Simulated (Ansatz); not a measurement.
Reactions of AlH5O2Si (`O[SiH](O)[AlH2]`).

Isolated molecules relaxed with PBE0-D4/def2-TZVP in Ansatz; ΔE leaves out vibrations. CCSD(T)/CBS is the MP2 limit (def2-TZVPP, def2-QZVPP) plus CCSD(T) − MP2 in def2-TZVPP, frozen cores. This one scheme is used for every species. For Ge outer-core shells are correlated without core-valence functions, which leaves a few kJ/mol of doubt a bond. Scalar relativity is left out up to krypton. Each species was taken in one conformer, which may not be the lowest.

Q: Order these by ΔE at CCSD(T)/CBS, lowest first. (An estimate is asked.)
A. `O[SiH](O)[AlH2]` + `F[SiH2]N[SiH](F)F` → `O[SiH](F)[AlH2]` + `O[SiH](F)N[SiH2]F`
B. `O[SiH](O)[AlH2]` + H₂S → `[AlH2][SH]` + `O[SiH2]O`
C. `O[SiH](O)[AlH2]` + `[OH][GeH2][OH]` → `[OH][GeH2][O][SiH](O)O` + `[AlH3]`
D. `O[SiH](O)[AlH2]` + `CBC[SiH2]C` → `C[SiH2][SiH](O)O` + `CB[CH2][AlH2]`

A: C (-171.9 kJ/mol), B (-148.7 kJ/mol), D (-25.6 kJ/mol), A (-11.1 kJ/mol).

Largest T1 diagnostic: 0.013, for `O[SiH](O)[AlH2]`.
